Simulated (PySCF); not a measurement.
Stepwise substitution at one centre (Sn OCH3-SiH3). Isolated molecules, 0 K electronic values unless said otherwise. One relaxed conformer stands for each flexible species; it need not be the lowest. Strings in code marks are SMILES.

The four lowest singlet excitations (Tamm–Dancoff). All values below come from PBE-D3(BJ)/def2-TZVP // PBE0-D4/def2-SVP (PySCF). Excitations are Tamm–Dancoff values on a coarser integration grid. The basis has no diffuse functions, so Rydberg states are missing or too high.

```
state  energy (eV)  wavelength (nm)  oscillator strength
-----  -----------  ---------------  -------------------
S1            4.10              302                0.004
S2            4.21              295                0.014
S3            4.31              288                0.021
S4            4.67              265                0.005
```

Identify which member gives these states.
A. `C[O][Sn]([SiH3])([O]C)[O]C`
B. `C[O][Sn]([SiH3])([SiH3])[SiH3]` (C–O–Sn–Si torsion 61°)
C. `C[O][Sn]([O]C)([O]C)[O]C`

A, `C[O][Sn]([SiH3])([O]C)[O]C`
